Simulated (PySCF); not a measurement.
From one molecule to another.

First species: CH4BN2P.
Geometry (PBE0-D3(BJ)/def2-SVP, Å), atoms numbered from 1 in this order:
```xyz
9
CH4BN2P angstrom
N     -1.056    2.579   -0.619
C     -0.653    1.508   -0.430
B     -0.075    0.090   -0.168
N     -0.961   -0.953    0.068
P      1.826   -0.144   -0.352
H     -0.664   -1.902    0.252
H     -1.966   -0.828    0.064
H      2.211    0.947    0.478
H      1.991   -1.152    0.645
```

Second species: Be(CN)2, C2BeN2.
SMILES: `N#[C][Be][C]#N`

Levels: wB97X-D/def2-SVPD for dipole moment, HOMO energy, LUMO energy, HOMO–LUMO gap, static isotropic polarisability and electronic spatial extent ⟨r²⟩ about the centre of nuclear charge; TDDFT wB97X-D/def2-SVPD for lowest singlet excitation; TDA wB97X-D/def2-SVPD for lowest triplet excitation (Tamm–Dancoff); PBE0-D3(BJ)/def2-SVP for smallest rotational constant. Geometries: PBE0-D3(BJ)/def2-SVP. Each structure is a single optimised conformer of the isolated species, non-relativistic unless stated. Electronic properties by PySCF.

The conformers computed, where there is a choice (atom-mapped SMILES and torsion angles):
- `[N:1]#[C:2][B:3]([NH2:4])[PH2:5]`: H–N4–B3–C2 180°, H–N4–B3–C2 1°, H–P5–B3–C2 51°, H–P5–B3–C2 148°

(1) Which has the higher smallest rotational constant?

(2) Which of the two has the higher HOMO energy, and by how much?

(3) Which of the two has the higher ⟨r²⟩, and by how much?

(4) Which has the higher T1 energy?

(5) Which has the higher static isotropic polarisability?

(6) Which of the two has the higher LUMO energy, and by how much?

(7) Which has the higher dipole moment?

(8) Which has the higher HOMO–LUMO gap?

Results:

(1) The first: 1.833 GHz against 1.766 GHz, a difference of 0.067 GHz.

(2) The first: -9.54 eV against -12.47 eV, a difference of 2.93 eV.

(3) The first: 619 bohr² against 587 bohr², a difference of 32 bohr².

(4) The second: 5.20 eV against 4.68 eV, a difference of 0.52 eV.

(5) The first: 65.7 au against 41.6 au, a difference of 24.1 au.

(6) The first: 0.19 eV against -1.17 eV, a difference of 1.36 eV.

(7) The first: 4.66 D against 0.00 D, a difference of 4.66 D.

(8) The second: 11.30 eV against 9.73 eV, a difference of 1.57 eV.

On the first: The polarisability is 9.73 Å³ as a volume (1 au = 0.148185 Å³), or 1.49 au for each of the 44 electrons. The principal polarisabilities are 49.3, 69.0 and 78.6 au; their mean is the isotropic value.

On the second: S1 lies 5.26 eV below the HOMO–LUMO gap. The polarisability is 6.16 Å³ as a volume (1 au = 0.148185 Å³), or 1.39 au for each of the 30 electrons.
